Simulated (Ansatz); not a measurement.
`CB(F)O[SiH3]` + NH₃ → `CB(N)O[SiH3]` + H–F at 600 K and 1 bar (ligand exchange at a B–F bond).

Program: Ansatz. Geometries: PBE0-D4/def2-TZVP. ΔE: electronic, gas phase. CCSD(T)/CBS adds triple-zeta CCSD(T) − MP2 to the extrapolated MP2 energy (def2 sets, frozen cores). This one scheme is used for every species. Each species was taken in one conformer, which may not be the lowest.

```csv
species,CCSD(T)/CBS energy (Eh),H − E (kJ/mol),S (J/(mol·K))
`CB(F)O[SiH3]`,-530.66692,257.5,458.5
NH₃,-56.50880,112.4,219.5
`CB(N)O[SiH3]`,-486.76550,329.2,469.8
H–F,-100.39570,42.3,194.0
```

H − E and S are ideal-gas, rigid-rotor, harmonic terms from PBE0-D4/def2-TZVP, for one conformer and one mirror image of each species. 1 Eh = 2625.50 kJ/mol, R = 8.31446 J/(mol·K).

**Question.** By hand: ΔE, ΔH, ΔS and ΔG.

**Answer.** ΔE = (-486.76550) + (-100.39570) − (-530.66692) − (-56.50880) = 0.01452 Eh = 38.1 kJ/mol. Δ(H − E) = 329.2 + 42.3 − 257.5 − 112.4 = 1.6, so ΔH = 39.7 kJ/mol. ΔS = 469.8 + 194.0 − 458.5 − 219.5 = -14.2 J/(mol·K). ΔG = 39.7 − 600 × (-14.2)/1000 = 48.2 kJ/mol.

**Question.** By hand: the equilibrium constant, and the temperature at which ΔG would vanish if ΔH and ΔS stayed fixed.

**Answer.** log₁₀ K = −ΔG/(RT ln 10) = -4.2. ΔH and −TΔS have one sign here, so there is no such temperature.

The number of gas molecules stays the same, so ΔS is small and ΔH decides. A doubt of 5 kJ/mol in ΔE shifts log₁₀ K by 0.4 here. Other conformers and mirror images would add mixing entropy, several J/(mol·K) or more a flexible species. Modes under 60 cm⁻¹, often nearly free rotors, make the harmonic entropy too high. These are equilibria of isolated gas molecules and say nothing of rates. Largest T1 diagnostic: 0.012 (customary marks: 0.02 for closed shells, 0.045 for open ones).
